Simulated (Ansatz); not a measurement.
Gas-phase electronic energies from Ansatz, PBE0-D4/def2-TZVP geometries. CCSD(T)/CBS adds triple-zeta CCSD(T) − MP2 to the extrapolated MP2 energy (def2 sets, frozen cores). Functionals use def2-TZVPP. B3LYP here is the variant with VWN-RPA as its local correlation; programs differ in this. No spin–orbit coupling; open shells (•) take unrestricted orbitals. def2 core potentials past Kr. For Sn outer-core shells are correlated without core-valence functions, which leaves a few kJ/mol of doubt a bond.

`C[O][SnH3]` → `C[O]`• + `[SnH3]`•  (homolysis of the O–Sn bond)

(1) What is ΔE at CCSD(T)/CBS? (An estimate is asked.)

(2) What do these levels give: BLYP-D4, CAM-B3LYP-D4, PBE-QIDH, B3LYP, CCSD(T)/def2-SVP, CCSD/CBS(def2)? (Estimate.)

Largest T1 diagnostic among the species: 0.019.

Answers

(1) Ansatz gave: +85.5 kcal/mol.

(2) Ansatz gave: BLYP-D4 74.5, CAM-B3LYP-D4 77.4, PBE-QIDH 79.6, B3LYP 72.4, CCSD(T)/def2-SVP 74.4, CCSD/CBS(def2) 82.7 kcal/mol.

From PBE to PBE0 (25 % exact exchange), in def2-TZVPP and without D4, ΔE moves by −0.9 kcal/mol: exact exchange takes away binding that semilocal exchange gives to molecules. At CCSD(T), def2-SVP lies −11.2 kcal/mol from the extrapolated value and def2-TZVPP −5.2 kcal/mol: correlation converges slowly with the basis, and small sets miss more of it in the bonded molecule than in its fragments.
